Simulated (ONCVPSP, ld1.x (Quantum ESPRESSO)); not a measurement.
Potentials for tin compared

Generated with ld1.x 7.5 (TM, RRKJ, ultrasoft, PAW), atompaw 4.2 or ONCVPSP 4.0.1. The cutoff is in Ry: for ld1.x and atompaw files where the sum of valence levels is converged to 10 mRy in a Bessel basis, for ONCV files where the hardest occupied wave has 1 mHa per electron of residual kinetic energy. The error is the largest all-electron minus pseudo excitation energy over each file’s own four to seven test configurations (ionisations up to +4, promotions, holes and added fractions of an electron), all of which were solved. The labels leave out finer settings (local radius, basis sizes, second energies), which also bear on the numbers. Spin-polarised tests are not counted. The rows are a selection from randomly drawn settings: files with unsolved tests, undetermined cutoffs or missed reference levels are left out.

```tsv
potential	cutoff (Ry)	largest error (meV)	bound ghosts
ONCV, PBE, non-relativistic, rc 1.15/1.40/1.50 (spd), local smoothed, core correction no, reference 4s2 4p6 4d10 5s2 5p2, qcut 10.4/11.9/12.3, projectors 2/2/2	88	-0.7	none
RRKJ, PBEsol, scalar-relativistic, rc 2.10/1.90 (sp), local s, core correction yes, reference 5s2 5p2	25	-363	none
ONCV, PBE, scalar-relativistic, rc 1.45/1.75/1.55/1.60 (spdf), local smoothed, core correction yes, reference 4s2 4p6 4d10 5s1.5 5p2.5, qcut 8.9/6.7/11.6/6.6, projectors 2/2/2/2	81	-32	none
```

Task: Fill in the row for Sn: ONCV, PW91, scalar-relativistic, rc 1.45/1.75/1.00/1.85 (spdf), local d, core correction no, reference 4s2 4p6 4d10 5s2 5p2, qcut 10.7/7.6/9/5.5, projectors 2/3/0/2.

Result: cutoff 91 Ry, largest error -12 meV, bound ghosts: none.

Task: Fill in the row for Sn: TM, LDA (PZ), fully relativistic, rc 1.95/1.90/1.70 (spd), local s, core correction yes, reference 4d10 5s2 5p2.

Result: cutoff 80 Ry, largest error -273 meV, bound ghosts: none.

Task: Fill in the row for Sn: TM, LDA (PZ), scalar-relativistic, rc 2.10/2.05/1.65 (spd), local s, core correction yes, reference 4d10 5s2 5p2.

Result: cutoff 80 Ry, largest error -326 meV, bound ghosts: none.
